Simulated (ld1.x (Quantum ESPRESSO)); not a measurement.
An all-electron radial function and its pseudo partner (potassium (K))

Columns: radius, all-electron u(r) and pseudo u(r) of the 3p shell (level -21.62 eV) of potassium in the configuration [Ne] 3s2 3p6 3d0 4s0.5 4p0; PBE, scalar-relativistic, TM scheme, ld1.x (Quantum ESPRESSO) 7.5.

| r (bohr) | all-electron | pseudo |
| --- | --- | --- |
| 0.210 | 0.4346 | -0.0739 |
| 0.420 | 0.0790 | -0.2716 |
| 0.630 | -0.4215 | -0.5272 |
| 0.840 | -0.7442 | -0.7523 |
| 1.050 | -0.8775 | -0.8741 |
| 1.260 | -0.8806 | -0.8803 |
| 1.470 | -0.8125 | -0.8125 |
| 1.680 | -0.7139 | -0.7139 |
| 1.890 | -0.6082 | -0.6082 |
| 2.100 | -0.5077 | -0.5077 |
| 2.310 | -0.4179 | -0.4179 |
| 2.520 | -0.3407 | -0.3407 |
| 2.730 | -0.2757 | -0.2757 |
| 2.940 | -0.2220 | -0.2220 |
| 3.150 | -0.1779 | -0.1779 |
| 3.360 | -0.1421 | -0.1421 |
| 3.570 | -0.1131 | -0.1131 |
| 3.780 | -0.0898 | -0.0898 |
| 3.990 | -0.0712 | -0.0712 |
| 4.200 | -0.0563 | -0.0563 |
| 4.410 | -0.0445 | -0.0445 |
| 4.620 | -0.0351 | -0.0351 |
| 4.830 | -0.0277 | -0.0277 |
| 5.040 | -0.0218 | -0.0218 |
| 5.250 | -0.0171 | -0.0171 |
| 5.460 | -0.0134 | -0.0134 |

(1) How many radial nodes do the two functions have?

(2) At about which radius was the pseudo-wave matched?

(3) Is the pseudo-wave norm-conserving?

Results:

(1) The all-electron 3p function has n − l − 1 = 1; the pseudo-wave has 0, since the states of the same l below it are removed with the core.

(2) 1.45 bohr, where the columns begin to agree (steps of 0.21 bohr).

(3) Yes: the TM scheme keeps the norm inside the radius equal to the all-electron one, which fixes the energy derivative of the logarithmic derivative at the level.
